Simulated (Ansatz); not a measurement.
Dissociation curve of SMILES C[C](C)(C)[GeH3] (C4H12Ge). The C1–Ge14 bond (C1 also carries C, C, C; Ge14 carries H, H, H) is stretched with both fragments frozen at the PBE0/def2-SVP optimised geometry.

Computed with: UKS-PBE0 = unrestricted PBE0/def2-SVP run with Ansatz (a first-principles code); RKS-PBE0 = Ansatz with restricted PBE0/def2-SVP; UKS-BLYP = Ansatz with unrestricted BLYP/def2-SVP; RKS-BLYP = restricted BLYP/def2-SVP (Ansatz); UKS-PBE = unrestricted PBE/def2-SVP in Ansatz; RKS-PBE = restricted PBE/def2-SVP (Ansatz).

Scanned distances (Å): 1.63, 1.74, 1.85, 1.91, 1.98, 2.03, 2.10, 2.25, 2.41, 2.61, 2.87, 3.28, 3.68, 4.17, 4.82, 5.73.

Where does the unrestricted solution first break spin symmetry (<S²> of 0.01 or more)?

UKS-PBE0: between 2.87 and 3.28 Å; UKS-BLYP: between 3.28 and 3.68 Å; UKS-PBE: between 3.28 and 3.68 Å.

```csv
R / Å,<S²> UKS-PBE0,E(RKS-PBE0) − E(UKS-PBE0) / kJ/mol,<S²> UKS-BLYP,E(RKS-BLYP) − E(UKS-BLYP) / kJ/mol,<S²> UKS-PBE,E(RKS-PBE) − E(UKS-PBE) / kJ/mol
1.63,0.00,0.0,0.00,0.0,0.00,0.0
1.74,0.00,0.0,0.00,0.0,0.00,0.0
1.85,0.00,0.0,0.00,0.0,0.00,0.0
1.91,0.00,0.0,0.00,0.0,0.00,0.0
1.98,0.00,0.0,0.00,0.0,0.00,0.0
2.03,0.00,0.0,0.00,0.0,0.00,0.0
2.10,0.00,0.0,0.00,0.0,0.00,0.0
2.25,0.00,0.0,0.00,0.0,0.00,0.0
2.41,0.00,0.0,0.00,0.0,0.00,0.0
2.61,0.00,0.0,0.00,0.0,0.00,0.0
2.87,0.00,0.0,0.00,0.0,0.00,0.0
3.28,0.50,11.7,0.00,0.0,0.00,0.0
3.68,0.81,46.0,0.47,6.1,0.55,9.2
4.17,0.95,87.3,0.80,25.7,0.85,32.4
4.82,0.99,127.0,0.95,48.1,0.96,57.1
5.73,1.00,157.2,1.00,65.5,1.00,75.4
```
